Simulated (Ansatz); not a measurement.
Consider the redistribution: `C[CH2][Al]([F])[Br]` + `[OH][Mo](=[S])(=[S])[Cl]` → `C[CH2][Al]([Cl])[Br]` + `[OH][Mo]([F])(=[S])=[S]`.

Program: Ansatz. Geometries: PBE0-D4/def2-TZVP. ΔE: electronic, gas phase. CCSD(T)/CBS adds triple-zeta CCSD(T) − MP2 to the extrapolated MP2 energy (def2 sets, frozen cores). DFT in def2-TZVPP. HSE06 is defined as in plane-wave codes. Elements past krypton have def2 core potentials. For Br, Mo outer-core shells are correlated without core-valence functions, which leaves a few kJ/mol of doubt a bond. Scalar relativity is left out up to krypton. Each species was taken in one conformer, which may not be the lowest.

`C[CH2][Al]([F])[Br]`:

```xyz
10

C     0.146    1.274    0.352
C     0.140    0.151   -0.683
Al   -0.260   -1.623   -0.008
F    -0.292   -2.922   -1.019
Br   -0.700   -2.037    2.158
H     0.378    2.239   -0.107
H    -0.822    1.372    0.848
H     0.885    1.098    1.136
H    -0.583    0.360   -1.481
H     1.108    0.088   -1.196
```

`[OH][Mo](=[S])(=[S])[Cl]`:

Z-matrix (Å, degrees):
```
Mo
S 1 2.092
S 1 2.091 2 108.7
O 1 1.852 2 108.7 3 119.9
Cl 1 2.241 2 109.2 3 -118.5
H 4 0.963 1 121.3 2 -140.0
```

`C[CH2][Al]([Cl])[Br]`:

Z-matrix (Å, degrees):
```
C
C 1 1.527
H 1 1.092 2 111.7
H 1 1.092 2 111.7 3 119.6
H 1 1.094 2 111.4 3 -120.2
Al 2 1.940 1 116.2 3 -59.9
H 2 1.097 1 110.9 3 178.1
H 2 1.097 1 110.9 3 62.2
Br 6 2.251 2 122.0 1 0.1
Cl 6 2.092 2 121.1 1 -179.9
```

`[OH][Mo]([F])(=[S])=[S]`:

Cartesian coordinates in Å:
```
O -0.477 -0.102 1.414
Mo 0.129 0.212 -0.307
F -0.963 1.390 -1.199
S 2.065 0.999 -0.185
S 0.208 -1.596 -1.360
H -0.962 -0.903 1.637
```

Problem. Is it downhill or uphill in electronic energy at CCSD(T)/CBS, and by how much? (Best estimate.)

Solution. The calculation gave: Uphill: ΔE = +43.9 kJ/mol.

Problem. What do these levels give: LDA (SPW92), BLYP-D4, CAM-B3LYP-D4, ωB97X-V, ωB97M-V, BLYP, HSE06, LC-ωPBE, CCSD/def2-SVP, MP2/def2-TZVPP, CCSD/def2-TZVPP, CCSD/CBS(def2)? (An estimate is asked.)

Solution. The calculation gave: LDA (SPW92) 30.6, BLYP-D4 33.5, CAM-B3LYP-D4 30.7, ωB97X-V 24.7, ωB97M-V 29.5, BLYP 30.2, HSE06 30.1, LC-ωPBE 20.4, CCSD/def2-SVP 36.6, MP2/def2-TZVPP 65.9, CCSD/def2-TZVPP 40.2, CCSD/CBS(def2) 42.1 kJ/mol.

Problem. What do rigid-rotor, harmonic-oscillator terms from PBE0-D4/def2-TZVP frequencies (298.15 K, 1 bar) make of the CCSD(T)/CBS value? (An estimate is asked.)

Solution. Ansatz gave: ΔZPE = -0.1 kJ/mol, ΔH = +43.6 kJ/mol, ΔS = 0 J/(mol·K), ΔG = +43.5 kJ/mol. Modes under 50 cm⁻¹ make the entropy rough.

Largest T1 diagnostic among the species: 0.025, so the coupled-cluster value is less sure than usual.

From BLYP to BHLYP (50 % exact exchange), in def2-TZVPP and without D4, ΔE moves by +4.4 kJ/mol. Leaving LDA and LC-ωPBE aside and taking each functional with its dispersion term where it has one, the values, not all of them listed here, spread over 19.1 kJ/mol, from ωB97X-V to PBE-QIDH. LDA lies +3.9 kJ/mol from PBE without D4.
